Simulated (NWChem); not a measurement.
System: CH₇NOSi; SMILES N[Si@@H](C)O

Here is an NWChem input.

```
start job
memory heap 200 mb stack 900 mb global 1100 mb
geometry units angstroms noautosym nocenter noautoz
  C     -0.340097     1.696955    -0.183963
  Si    -0.090395    -0.079067     0.349948
  N      1.487727    -0.542069    -0.185997
  O     -1.222906    -1.126505    -0.288783
  H     -0.172093     1.821984    -1.265714
  H      0.347703     2.374108     0.348024
  H     -1.367788     2.022424     0.039395
  H     -0.325039    -0.208998     1.818262
  H      1.912814    -1.409114     0.122863
  H      2.192954     0.164669    -0.358802
  H     -1.099403    -1.323228    -1.222552
end
basis spherical
  * library def2-svp
end
dft
  xc m06-2x
  iterations 150
end
cosmo
  do_cosmo_smd true
  solvent acetntrl
end
task dft energy
```

All runs use the structure optimised with PBE0/def2-SVP. Solvent: acetonitrile.

Level: M06-2X/def2-SVP with SMD (1 M gas to 1 M solution), gas-phase geometry. Reactions with the solvent are ignored.

Q: Give the results of this calculation. (M06-2X/def2-SVP, SMD on the gas-phase geometry.) Quantities: solvation free energy (kcal/mol); cavity-dispersion-structure term (kcal/mol); dipole in solution (D).

A: 
```json
{
 "solvation free energy (kcal/mol)": "-5.2",
 "cavity-dispersion-structure term (kcal/mol)": "0.8",
 "dipole in solution (D)": "2.84"
}
```
